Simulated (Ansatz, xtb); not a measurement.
# Relaxing a trial structure of BClF2HSi+

The starting geometry of this gas-phase singlet has its atoms placed at random.

| atom | x (Å) | y (Å) | z (Å) |
| --- | --- | --- | --- |
| B | 0.3168 | -1.0636 | -1.6310 |
| Cl | -1.2667 | 0.7084 | -0.9485 |
| F | 0.5407 | -0.5812 | 0.9736 |
| F | -0.6877 | -1.1952 | -0.9223 |
| Si | 0.0014 | 1.5134 | 0.8314 |
| H | 0.7159 | -1.1966 | 0.3831 |

Q: Guess where an optimisation with r2SCAN-D4/def2-SVP ends from this start.

A: It ends as a structure with Cl2 bridging B1 and Si5, given below by its coordinates. Contacts that open: F3–H6 (0.87 → 2.65 Å). Contacts that close: B1–Cl2 (2.47 → 1.87 Å), B1–H6 (2.06 → 1.19 Å), F3–Si5 (2.17 → 1.60 Å).

The energy falls by 7.72 eV over 27 steps:

```tsv
step	E − E(last) (eV)
1	7.723
4	3.940
7	3.478
10	2.259
13	1.536
15	1.014
18	0.150
21	0.015
24	0.000
27	0.000
```

Final geometry (Å):

```xyz
6

B    -0.2318   -1.1688   -1.0017
Cl   -0.9299    0.5582   -0.8504
F     0.9027    0.4360    1.5682
F    -0.6771   -1.8072   -2.0171
Si    0.0120    1.6975    1.1610
H     0.5446   -1.5304   -0.1737
```

From the same start GFN2-xTB ends elsewhere, in pieces: ClFSi + BFH.

From so rough a start the end depends on the optimiser's path, so another program may land elsewhere. No frequencies were run, so the end isn't proven a minimum. Run with Ansatz 0.2.0, 64 s on 1 thread of Intel(R) Xeon(R) 6975P-C (Granite Rapids) (shared host).
